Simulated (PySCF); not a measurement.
C2H7AlS. Atoms are numbered in the order given.

```xyz
11

Al    -0.3317     0.2497    -0.0689
C     -2.1051    -0.5489    -0.2662
H     -2.0956    -1.6470    -0.1786
H     -2.5435    -0.2925    -1.2471
H     -2.7991    -0.1557     0.4978
C      0.0502     2.1690    -0.1690
H      0.7573     2.3923    -0.9871
H      0.5218     2.5319     0.7610
H     -0.8581     2.7700    -0.3397
S      1.3354    -1.1484     0.2904
H      2.2908    -0.1912     0.3543
```

The structure is a stationary point at B3LYP-D3(BJ)/def2-SVP. The geometry has at least one imaginary mode, so it is a saddle point at that level. One conformer was computed; it need not be the lowest.

Level of theory: r2SCAN/def2-TZVP (PySCF).

The molecule is in vacuum.

* **total energy**: -721.05302 hartree
* **highest occupied level**: -6.54 eV
* **lowest empty level**: -0.92 eV
* **orbital gap**: 5.62 eV
* **dipole moment**: 0.349 e·Å
* **quadrupole, principal values (traceless, Buckingham form, about the centre of nuclear charge)**: -5.37, 2.64, 2.73 D·Å
* **mean static polarisability**: 71.3 bohr³ (10.57 Å³)
* **polarisability, principal values**: 57.4, 74.4, 82.1 bohr³
